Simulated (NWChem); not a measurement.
Molecule: C4H4F2; SMILES CC#CC(F)F

Results from NWChem. Medium grid unless said otherwise, to which SCAN and Minnesota functionals are sensitive. Coordinates come from a B3LYP/6-31G* (spherical d) optimisation. Hybrids' shares of exact exchange are those that their runs print; pure functionals count as 0. The functionals differ in more than this share.

| row | share of exact exchange | orbital gap (eV) |
|---|---|---|
| PBE/def2-TZVP | 0.00 | 6.14 |
| r2SCAN/def2-TZVP | 0.00 | 6.64 |
| B3LYP/def2-TZVP | 0.20 | 7.95 |
| PBE0/def2-TZVP | 0.25 | 8.42 |
| Hartree-Fock/def2-TZVP | 1.00 | withheld |

### Question
Fit a straight line of the last column on the one before it, predict the withheld value, and compare with the run.

### Answer

1. Means of the 4 shown rows: x = 0.113, y = 7.287. Slope Σ(x − x̄)(y − ȳ)/Σ(x − x̄)² = 0.4156/0.05188 = 8.012; intercept 6.386.
2. The shown rows scatter about the line by 0.179 (root mean square); the largest residual is +0.25, at r2SCAN/def2-TZVP.
3. At x = 1.00 (Hartree-Fock/def2-TZVP; beyond the shown range) the line gives 14.40.
4. The run gives 14.53, +0.13 from the line, 0.7 times the scatter.
